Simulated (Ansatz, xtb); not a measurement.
**Isomers of C5H5N3 in order of energy**

3 gas-phase structures of C5H5N3, from a drawn sample of its isomers (lower ones may exist). Each was relaxed with GFN2-xTB:

A. `N#CC1=CC(N)=C1N`, a singlet
B. `[H]/N=C1/C(C#N)=C[C@H]1N`, a singlet
C. `[H]/N=C1\C=C(C#N)[C@H]1N`, a singlet

Q: Estimate their order in r2SCAN-D4/def2-SVP//GFN2-xTB energy at these geometries, lowest first.

A: Calculated order at r2SCAN-D4/def2-SVP//GFN2-xTB: C (0.0), B (2.0), A (31.3) kcal/mol.

Energies above the lowest of each column, in kcal/mol; the last columns are at r2SCAN-D4/def2-SVP geometries:

```
structure  GFN2-xTB  HF/STO-3G  r2SCAN-D4/def2-SVP//GFN2-xTB  r2SCAN-D4/def2-SVP  CCSD(T)/def2-SVP + ΔMP2/def2-TZVPP
        C       0.0        0.0                           0.0                 0.0                                 0.0
        B       2.0        0.9                           2.0                 1.9                                 1.1
        A      21.7       48.2                          31.3                29.4                                35.2
```

Every level run on C puts it lowest or level with the lowest. Flexible structures stand in one conformer each, not always the lowest. Large T1 diagnostics make some coupled-cluster values less sure. ΔMP2 is the change of the MP2 energy from the smaller to the larger basis.

Programs: Ansatz 0.2.0, xtb 6.7.1.
